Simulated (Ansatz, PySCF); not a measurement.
C2H5FOSi2, SMILES [SiH2]1[SiH2]OC=C1F. Atoms are numbered in the order given.

```xyz
11

F     -0.2696    -2.5261     0.0000
C     -0.2250    -1.1819     0.0000
C     -1.3820    -0.4878     0.0000
O     -1.4476     0.8596     0.0000
Si     0.0316     1.7297     0.0000
Si     1.3725    -0.1938     0.0000
H     -2.3564    -0.9891     0.0000
H      0.0693     2.5888     1.2167
H      0.0693     2.5888    -1.2167
H      2.2105    -0.4076     1.2171
H      2.2105    -0.4076    -1.2171
```
Charge 0, spin multiplicity 1.

Geometry optimised at PBE0-D3(BJ)/def2-SVP. This is a generated structure with no PubChem entry under its InChIKey; it may be hypothetical.

Two levels are set side by side: PBE-D3(BJ)/def2-SVP (Ansatz, a quantum-chemistry and plane-wave program) and PBE0-D3(BJ)/def2-SVP (Ansatz). Each level has its own optimised geometry; the coordinates shown are those of the second. Frequencies come from the Hessian of PySCF at each geometry. Differences are taken from unrounded values.

```csv
quantity,PBE0-D3(BJ),PBE-D3(BJ),PBE-D3(BJ) minus PBE0-D3(BJ)
mean bond length (Å),1.549,1.561,0.012
bond F1–C2 (Å),1.345,1.359,0.014
bond C2–C3 (Å),1.349,1.363,0.014
bond C2–Si6 (Å),1.878,1.887,0.009
bond C3–O4 (Å),1.349,1.361,0.012
bond O4–Si5 (Å),1.716,1.737,0.021
bond Si5–Si6 (Å),2.345,2.353,0.008
bond C3–H7 (Å),1.096,1.104,0.008
bond Si5–H8 (Å),1.490,1.501,0.011
bond Si5–H9 (Å),1.490,1.501,0.011
bond Si6–H10 (Å),1.493,1.504,0.011
bond Si6–H11 (Å),1.493,1.504,0.011
highest harmonic wavenumber (cm⁻¹),3203,3104,-99
mean harmonic wavenumber (cm⁻¹),1042,1001,-41
zero-point energy (kcal/mol),40.21,38.64,-1.57
```

GGA bonds tend to be longer and softer than those of functionals with exact exchange. Differences between two approximate levels are no errors against the true value.
